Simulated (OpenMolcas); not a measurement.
Cr3+, Mo3+, W3+: d3 down the group

```yaml
Program: OpenMolcas 26.06
Method: MS-CASPT2, IPEA 0.25 Eh, imaginary shift 0.1 Eh
Basis: ANO-R2
Scalar_Hamiltonian: X2C, finite nucleus
Spin-orbit_coupling: RASSI with atomic mean-field integrals over the reference wave functions, term energies averaged over their components
```

Active space for each ion: 3 electrons in 10 orbitals (d d); closed shells correlated by CASPT2: Cr3+ 3s 3p; Mo3+ 4s 4p; W3+ 5s 5p.

Computed levels in cm-1 above 4F 3/2:

```tsv
Level	Cr3+	Mo3+	W3+
4F 5/2	251	779	3910
4F 7/2	593	1760	7300
4F 9/2	1020	2880	9890
4P 1/2	14680	10490	18720
4P 3/2	14790	10440	19550
4P 5/2	15090	11830	18190
2G 7/2	15750	11780	15950
2G 9/2	16130	12560	25520
2P 1/2	20360	14000	11480
weight of 4F in the lowest level (%)	100	99	85
```

Mixed levels, with the weight of the term that names them: W3+ 4F 9/2 (69 %), W3+ 4P 1/2 (53 %), W3+ 4P 3/2 (52 %), W3+ 2G 9/2 (52 %), W3+ 2P 1/2 (53 %).

Measured, with the error of the calculation in %. Measured levels: Cr3+ from Sugar and Corliss, J. Phys. Chem. Ref. Data 6, 317 (1977); Mo3+ from Sugar and Musgrove, J. Phys. Chem. Ref. Data 17, 155 (1988); W3+ from the list in J. Phys. B 45, 035001 (2012).

```json
{"Level": "4F 5/2", "Cr3+": "236 (+6.4)", "Mo3+": "778 (+0.1)", "W3+": "3537 (+10.6)"}
{"Level": "4F 7/2", "Cr3+": "556 (+6.8)", "Mo3+": "1760 (0)", "W3+": "6745 (+8.3)"}
{"Level": "4F 9/2", "Cr3+": "946 (+7.9)", "Mo3+": "2865 (+0.4)", "W3+": "9256 (+6.8)"}
{"Level": "4P 1/2", "Cr3+": "14059 (+4.4)", "Mo3+": "10338 (+1.5)", "W3+": ""}
{"Level": "4P 3/2", "Cr3+": "14177 (+4.3)", "Mo3+": "10331 (+1.1)", "W3+": ""}
{"Level": "4P 5/2", "Cr3+": "14471 (+4.3)", "Mo3+": "11612 (+1.8)", "W3+": "17190 (+5.8)"}
{"Level": "2G 7/2", "Cr3+": "15052 (+4.7)", "Mo3+": "11580 (+1.7)", "W3+": "15261 (+4.5)"}
{"Level": "2G 9/2", "Cr3+": "15402 (+4.7)", "Mo3+": "12311 (+2.0)", "W3+": ""}
{"Level": "2P 1/2", "Cr3+": "19519 (+4.3)", "Mo3+": "14348 (-2.4)", "W3+": ""}
```

The fine-structure level 4F 9/2 changes by a factor of 9.7 from Cr3+ to W3+.

Without spin-orbit coupling 4P lies 14350, 9690, 9570 cm-1 above 4F in that order; the difference to the level 4P 1/2, of either sign, comes from spin-orbit coupling, which also lowers the zero.

Term energies are means over components that CASPT2 splits; among the terms shown or strongly mixed into the levels shown the widest spread is 1000 cm-1 (3d3 4F, Cr3+). Over all roots computed the reference weight is 0.90 to 0.96 in W3+; the roots of lowest weight are the least certain, and an intruder state may touch them. Active for correlation alone: 4d; no level in the range computed is led by a configuration that fills it, so any true level of that kind is missing (holds for Cr3+). Active for correlation alone: 5d; no level in the range computed is led by a configuration that fills it, so any true level of that kind is missing (holds for Mo3+). Active for correlation alone: 6d; no level in the range computed is led by a configuration that fills it, so any true level of that kind is missing (holds for W3+). The CASPT2 spread within a term exceeds the gap to the next term for 5d3 4P and 5d3 2G, so the order of their levels is uncertain (holds for W3+). Measured partners are found by configuration, term and J. A level has none where our copy of the source lacks it or the pairing is in doubt (some pairs that miss far off the trend of their configuration count as doubtful), and it then counts in no deviation. Only configurations of the active space appear.
